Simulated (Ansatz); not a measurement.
PbSe₂⁻. The state is a doublet with charge -1. Geometry r2SCAN-D4/def2-TZVP, that of the neutral singlet; atoms count from 1.

```xyz
3

Pb    0.8128    1.3075    0.1485
Se   -0.6538   -0.3683   -1.2331
Se   -0.1590   -0.9392    1.0846
```

In the def2 sets Pb takes a core potential; there is no spin–orbit coupling. The highest occupied level of the charge -1 doublet lies above zero (up to 0.34 eV). By energy differences its removal costs 1.28 eV (vertical, to the charge 0 singlet, at PBE0-D4/def2-TZVPD); a positive level beside a positive removal energy at the same level points to self-interaction error. The structure comes from a short search, and lower isomers may exist.

Question: Estimate the Mulliken populations from the PBE0/def2-TZVPD orbitals of Ansatz.

Answer: 
```
atom  charge (e)  spin (α − β)
 Pb1       -0.07          1.01
 Se2       -0.46         -0.01
 Se3       -0.46         -0.01
```
Mulliken values and Mayer orders depend strongly on the basis. With diffuse functions, as here, like atoms can get unlike values, and bond orders can come out too low or too high.

Question: Where does the spin sit?

Answer: Summed by element: Pb 1.01, Se -0.01, of 1 unpaired in all. Largest on single atoms: Pb1 1.01, Se3 -0.01, Se2 -0.01.

Question: And the Mayer bond orders between bonded heavy atoms (over 0.3)?

Answer: Pb1–Se2 0.83 (2.62 Å); Pb1–Se3 0.83 (2.62 Å); Se2–Se3 0.92 (2.44 Å).
